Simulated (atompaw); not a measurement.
**Scattering properties, PAW (atompaw) potential for Al (Z = 13)**

atompaw 4.2.0.5 input, output lines left out:

```
Al 13
GGA-PBE scalarrelativistic loggrid 1500 logderivrange -3 5 201
3 3 0 0 0 0
3 0 1.5
3 1 0
0 0 0
c
c
v
c
v
1
2.20 1.65 1.45 1.40
y
2.15
n
y
-0.6
n
custom rrkj gramschmidtortho sinc
bessel
2.20
2.20
1.95
1.95
```

The phase is arctan(r·u′/u) with u = r·R(r), unwrapped; energies in Ry, scanned from -3 to 5 Ry. A pole is an energy at which the radial function vanishes at the test radius. The pseudo phase is shifted by a multiple of π to meet the all-electron one at the reference energy, and phase errors are pseudo minus all-electron; the curves can meet again beyond the range given. Levels narrower than the energy grid can be missing from the lists of poles.

| channel | radius (bohr) | reference energy (Ry) | poles, all-electron | poles, pseudo | unbroken range about the reference energy with phases within 0.05 rad | phase error 1 Ry above the reference energy (rad) |
| --- | --- | --- | --- | --- | --- | --- |
| s | 2.21 | -1.41 | 0.87 | 0.87 | below 4.6 | -0.000 |
| p | 2.21 | -0.96 | 1.73 | 1.68 | below 3.2 | -0.000 |

Phases in the s channel:

| E (Ry) | all-electron | pseudo |
| --- | --- | --- |
| -3.00 | 1.100 | 1.099 |
| -2.52 | 0.952 | 0.951 |
| -2.04 | 0.627 | 0.626 |
| -1.56 | -0.137 | -0.137 |
| -1.08 | -0.920 | -0.920 |
| -0.60 | -1.259 | -1.259 |
| -0.12 | -1.415 | -1.416 |
| 0.36 | -1.506 | -1.506 |
| 0.84 | -1.567 | -1.568 |
| 1.32 | -1.616 | -1.616 |
| 1.80 | -1.659 | -1.659 |
| 2.28 | -1.701 | -1.701 |
| 2.76 | -1.746 | -1.747 |
| 3.24 | -1.802 | -1.804 |
| 3.72 | -1.879 | -1.883 |
| 4.20 | -1.998 | -2.015 |
| 4.68 | -2.222 | -2.292 |
